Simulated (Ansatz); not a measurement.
Saddle point of ZnGeH6S2, closed shell (ZnH₂S₂ ([SH][Zn][SH]) + GeH₄ → ZnGeH₄S₂ ([SH][Zn][S][GeH3]) + H₂; bonds formed: Ge1–S4, H2–H3; bonds broken: Ge1–H2, H3–S4), PBE0-D4/def2-TZVP structure:

```xyz
10
angstrom
Ge 1.1610 0.9907 -0.9612
H 0.0951 0.0581 -2.0993
H -0.6304 0.1762 -1.4528
S -1.3809 0.8348 -0.1019
Zn -1.1712 -0.7903 1.2877
S -0.8908 -2.4365 2.6676
H 1.8698 1.4402 -2.2624
H 1.2349 2.2034 -0.0140
H 1.7742 -0.2726 -0.3497
H -2.0618 -2.2041 3.2863
```

Energies are electronic, without zero-point energy. Barriers and step energies count from the start structure reached by relaxing down the imaginary mode; all methods use the PBE0-D4 structures, on which another method's saddle can fall below an end. Program: Ansatz 0.2.0. Basis: def2-TZVPP, with def2-QZVPP for the basis limit. Cores are frozen in the correlated methods. The 3s and 3p shells of Cu and Zn are frozen; filled d shells are correlated. The def2 sets are not built for correlating such inner shells, so the correlated values are less sure here. B3LYP uses VWN-RPA correlation. Extrapolation: Hartree–Fock as exp(−7.88 √X), correlation as X^−2.97.

```csv
method,barrier (kJ/mol),step energy (kJ/mol)
SPW92,176.3,-10.1
PBE-D4,190.0,-22.4
BLYP-D4,205.0,-20.4
r2SCAN-D4,209.3,-22.9
B97M-V,?,-14.8
PBE0-D4,212.1,-21.5
B3LYP-D4,222.9,-18.9
r2SCAN0-D4,224.2,-22.0
BHLYP-D4,?,-17.9
CAM-B3LYP-D4,241.2,-13.3
wB97X-V,?,-19.2
wB97M-V,237.1,-19.1
B2PLYP,230.3,-21.0
PBE-QIDH,228.6,-24.1
RPA on PBE,236.8,-19.3
HF,297.6,-14.5
MP2,230.9,-30.0
CCSD,252.8,-17.1
CCSD(T),238.9,-20.6
```

Q: Fill in the withheld barriers. (Judge from chemistry; the value comes from the calculation.)

A: The calculation gives: wB97X-V 243.2; B97M-V 222.3; BHLYP-D4 248.7 kJ/mol. Each is the energy of the saddle less that of the start structure, by the same method.

For comparison, the barrier by CCSD(T) at an estimated basis limit (MP2 extrapolated from triple and quadruple zeta, plus CCSD(T) − MP2 in triple zeta) is 236.8 kJ/mol.

T1 diagnostic: at most 0.016.

Labels in which every atom is bracketed show which atoms are joined, not bond orders.

For scale, one of the runs: CCSD(T)/def2-TZVPP, 280 basis functions, launched by `ansatz run in.yaml --threads 8 --pin off --events-out ev --progress --plain --max-ram 19148MiB`. Hardware: 8 CPU threads of an Arm Neoverse N1, shared host. Wall time 6.3 min; peak host memory 7.4 GiB.
